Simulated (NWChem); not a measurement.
Species: ZrNHF2; SMILES [F][Zr]([F])=[NH]

Results from NWChem. The geometry was optimised at PBE0/def2-SVP. def2 effective core potentials on Zr; no spin-orbit coupling. Hybrids' shares of exact exchange are those that their runs print; pure functionals count as 0. The functionals differ in more than this share.

```
row              share of exact exchange  highest occupied level (eV)
---------------  -----------------------  ---------------------------
PBE/def2-SVP                        0.00                        -5.60
revPBE/def2-SVP                     0.00                        -5.54
TPSSh/def2-SVP                      0.10                        -6.21
B3LYP/def2-SVP                      0.20                        -6.74
PBE0/def2-SVP                       0.25                        -7.03
PW6B95/def2-SVP                     0.28                     withheld
```

Q: Fit a straight line of the last column on the one before it, predict the withheld value, and compare with the run.

A: 
1. Means of the 5 shown rows: x = 0.110, y = -6.224. Slope Σ(x − x̄)(y − ȳ)/Σ(x − x̄)² = -0.3033/0.05200 = -5.833; intercept -5.582.
2. The shown rows scatter about the line by 0.029 (root mean square); the largest residual is -0.04, at TPSSh/def2-SVP.
3. At x = 0.28 (PW6B95/def2-SVP; beyond the shown range) the line gives -7.22.
4. The run gives -7.13, +0.09 from the line, 3.1 times the scatter.
